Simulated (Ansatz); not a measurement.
Ansatz (a program for electronic structure) input (BLYP/def2-TZVPD):

Ansatz 0.2 input:
```yaml
crystal:
  periodic: [false, false, false]
  atoms:
    - {symbol: F, position_ang: [1.61414177, -0.75939650, -0.00912198]}
    - {symbol: C, position_ang: [0.70663291, 0.38027081, -0.03316302]}
    - {symbol: C, position_ang: [-0.52663378, -0.12917789, 0.01840335]}
    - {symbol: F, position_ang: [-1.63954444, 0.72176293, 0.01129491]}
    - {symbol: H, position_ang: [-0.85137075, -1.16785533, 0.06900167]}
basis:
  gaussian:
    orbitals: def2-TZVPD
hamiltonian:
  xc: {name: BLYP}
total_charge: -1
output: {forces: true}
```

End of the output:

```
mean field evaluation 1: about -7517.9186 eV, gradient 5.9e1 eV
mean field evaluation 2: about -7470.0978 eV, gradient 1.4e2 eV
mean field evaluation 4: about -7524.0108 eV, gradient 1.6e1 eV
mean field evaluation 8: about -7524.5167 eV, gradient 2.2e-1 eV
mean field evaluation 16: about -7524.5015 eV, gradient 6.4e-3 eV
mean field -7524.50150864 eV, -276.5203301524 hartree, gradient 1.9e-5 eV, S^2 0.000000; 0 other end points of the search recorded, 0 dependent functions left out
the calculation of the forces begins
reference -7524.50180812 eV, -276.5203411579 hartree; 16, 16 occupied and 147, 147 virtual orbitals, 793 factors
Total energy: -7524.50180812 eV, -276.5203411579 hartree
Atom 0 at     1.614142    -0.759397    -0.009122 Å, force     0.459567    -0.331782     0.002133 eV/Å
Atom 1 at     0.706633     0.380271    -0.033163 Å, force     0.075939     0.339813    -0.015799 eV/Å
Atom 2 at    -0.526634    -0.129178     0.018403 Å, force     0.054928    -0.128637     0.003897 eV/Å
Atom 3 at    -1.639544     0.721763     0.011295 Å, force    -0.523336     0.375831    -0.002347 eV/Å
Atom 4 at    -0.851371    -1.167855     0.069002 Å, force    -0.067099    -0.255225     0.012117 eV/Å
Dipole moment:    -0.465693    -0.417803     0.028698 e Å
```

It need not be the lowest isomer of its formula. Whether it binds its extra electron was not tested at this geometry.
